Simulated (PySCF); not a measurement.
Computed IR spectrum (relative IR intensity) of a molecule C₄H₄F₂O₂. Geometry: PBE-D3(BJ)/def2-SVP. Other conformers were not sampled. Calculation: PBE-D3(BJ)/def2-SVP (PySCF 2.14.0). No scaling factor is applied to the harmonic values.

ν (cm⁻¹): 704 (vw), 1032 (w), 1126 (w), 1175 (m), 1237 (vs), 1244 (w), 1286 (w), 1362 (w), 1722 (vw), 2971 (vw) (against the strongest line: vs over 80 %, s over 45 %, m over 15 %, w over 4 %, vw less)

Problem. Pick the molecule that these values belong to.
(A) C=C1OCOC1(F)F
(B) CO[C@@H]1OC(F)=C1F
(C) FC(F)=CC1OCO1
(D) CC1=COC(F)(F)O1

Solution. D, CC1=COC(F)(F)O1
